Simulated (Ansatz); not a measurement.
`[Cl][Mg][Br]` + CH₃SH → `C[S][Mg][Cl]` + HBr at 600 K and 1 bar (ligand exchange at a Mg–Br bond).

Calculated with Ansatz (gas phase, PBE0-D4/def2-TZVP geometries, no zero-point term in ΔE). CCSD(T)/CBS adds triple-zeta CCSD(T) − MP2 to the extrapolated MP2 energy (def2 sets, frozen cores). This one scheme is used for every species. For Br, Mg outer-core shells are correlated without core-valence functions, which leaves a few kJ/mol of doubt a bond. Scalar relativity is left out up to krypton. Each species was taken in one conformer, which may not be the lowest.

```json
{"species": "`[Cl][Mg][Br]`", "CCSD(T)/CBS energy (Eh)": "-3233.14611", "H − E (kJ/mol)": "38.4", "S (J/(mol·K))": "330.8"}
{"species": "CH₃SH", "CCSD(T)/CBS energy (Eh)": "-438.22835", "H − E (kJ/mol)": "152.3", "S (J/(mol·K))": "296.8"}
{"species": "`C[S][Mg][Cl]`", "CCSD(T)/CBS energy (Eh)": "-1097.42002", "H − E (kJ/mol)": "154.8", "S (J/(mol·K))": "418.0"}
{"species": "HBr", "CCSD(T)/CBS energy (Eh)": "-2573.91920", "H − E (kJ/mol)": "33.5", "S (J/(mol·K))": "219.1"}
```

H − E and S are ideal-gas, rigid-rotor, harmonic terms from PBE0-D4/def2-TZVP, for one conformer and one mirror image of each species. 1 Eh = 2625.50 kJ/mol, R = 8.31446 J/(mol·K).

Q: By hand: ΔE, ΔH, ΔS and ΔG.

A: ΔE = (-1097.42002) + (-2573.91920) − (-3233.14611) − (-438.22835) = 0.03524 Eh = 92.5 kJ/mol. Δ(H − E) = 154.8 + 33.5 − 38.4 − 152.3 = -2.4, so ΔH = 90.1 kJ/mol. ΔS = 418.0 + 219.1 − 330.8 − 296.8 = 9.5 J/(mol·K). ΔG = 90.1 − 600 × (9.5)/1000 = 84.4 kJ/mol.

Q: By hand: the equilibrium constant, and the temperature at which ΔG would vanish if ΔH and ΔS stayed fixed.

A: log₁₀ K = −ΔG/(RT ln 10) = -7.3. ΔG = 0 at ΔH/ΔS = 9484 K, far beyond where these terms or the molecules hold.

The number of gas molecules stays the same, so ΔS is small and ΔH decides. A doubt of 5 kJ/mol in ΔE shifts log₁₀ K by 0.4 here. Other conformers and mirror images would add mixing entropy, several J/(mol·K) or more a flexible species. These are equilibria of isolated gas molecules and say nothing of rates. Largest T1 diagnostic: 0.009 (customary marks: 0.02 for closed shells, 0.045 for open ones).
